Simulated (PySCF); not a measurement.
# One molecule, several mistakes: GeH5NSi2

All numbers below are calculated, not measured. The program is PySCF 2.14.0, an open-source quantum chemistry code, run on an isolated molecule that a program drew, which may never have been made. The molecule is GeH5NSi2 (charge 0, singlet), drawn as the SMILES string `[SiH][N]=[GeH][SiH3]`.

Each row is a Hartree-Fock (HF) and frozen-core CCSD(T) single point in the cc-pV(D+d)Z basis, meant for a local HF minimum. Run 1 is clean. Each other run has one planted mistake out of seven kinds, and not every kind appears here: one electron removed, one electron added, multiplicity raised by two, geometry at a saddle point, minimal basis STO-3G, one bond length entered in bohr, all coordinates scaled. The reference is restricted for singlets and unrestricted otherwise, and also for a bond in bohr. Adding or removing an electron swaps singlet and doublet. Electrons count all cores. HOMO and LUMO are orbital energies over both spins, the gradient is its largest component, and the lowest frequency (negative if imaginary) is given only where the gradient is small. Bond lengths are over the 8 bonds as drawn. T1 is the CCSD diagnostic: over 0.02 (restricted) or 0.045 (unrestricted) a single reference is doubtful. Germanium has the cc-pVDZ-PP basis, with a core potential (ECP10MDF) in place of its 10 inner electrons, and its 3s, 3p and 3d shells are frozen in CCSD(T).

Geometry of the clean run:
```xyz
9
GeH5NSi2, angstrom
Si    1.4878    1.9616    0.8475
N     0.1995    0.9131    0.6507
Ge   -1.1611   -0.0565    0.6962
Si   -1.1066   -2.2992    1.5525
H     2.1901    1.7162   -0.4908
H    -2.4815    0.4955    0.1543
H     0.2615   -2.5703    2.0316
H    -2.0858   -2.4096    2.6553
H    -1.4821   -3.2296    0.4662
```

| run | electrons | basis functions | <S^2> | HOMO (eV) | LUMO (eV) | gradient (hartree/bohr) | lowest frequency (cm^-1) | mean bond (Å) | longest bond (Å) | T1 | HF (hartree) | CCSD(T) (hartree) | mistake |
|---|---|---|---|---|---|---|---|---|---|---|---|---|---|
| 1 | 72 | 108 | 0.000 | -7.44 | 0.94 | 3.5e-05 | 45 | 1.6549 | 2.401 | 0.0246 | -928.53470 | -929.05684 | no fault |
| 2 | 72 | 108 | 2.266 | -6.27 | 0.65 | 3.1e-02 | - | 1.6549 | 2.401 | 0.0438 | -928.48192 | -928.97239 | multiplicity raised by two |
| 3 | 71 | 108 | 0.775 | -14.80 | -5.39 | 6.6e-02 | - | 1.6549 | 2.401 | 0.0268 | -928.30206 | -928.78809 | one electron removed |
| 4 | 73 | 108 | 0.778 | -0.91 | 6.61 | 6.5e-02 | - | 1.6549 | 2.401 | 0.0223 | -928.53356 | -929.05918 | ? |
| 5 | 72 | 108 | 1.266 | -7.59 | 0.67 | 3.0e-02 | - | 1.8189 | 2.787 | 0.0680 | -928.42784 | -928.93301 | ? |

**Which mistake was planted in run 4, and what did it cost?**

It counts 73 electrons, one more than the clean run, at the same geometry and basis. So the mistake is: one electron added. Subtracting run 1 and multiplying by 627.51 kcal/mol a hartree, the energy moved by 0.7 kcal/mol in HF and -1.5 kcal/mol in CCSD(T).

**Which mistake was planted in run 5, and what did it cost?**

The mean bond changes by a factor of 1.099 and the longest by 1.161, so the molecule wasn't scaled as a whole. A length L in bohr read as angstrom grows by (1/0.5292 - 1) L = 0.890 L. The 8 bonds together grew by 8 x 0.1640 = 1.312 Å, which gives L = 1.475 Å. That is the length of one of the H-Si bonds, 1.475 Å in the clean geometry. So the mistake is: one bond length entered in bohr. Subtracting run 1 and multiplying by 627.51 kcal/mol a hartree, the energy moved by 67.1 kcal/mol in HF and 77.7 kcal/mol in CCSD(T).

Cautions from the logs. Run 1: T1 is over the limit, so its CCSD(T) energy is less reliable; run 5: T1 is over the limit, so its CCSD(T) energy is less reliable.
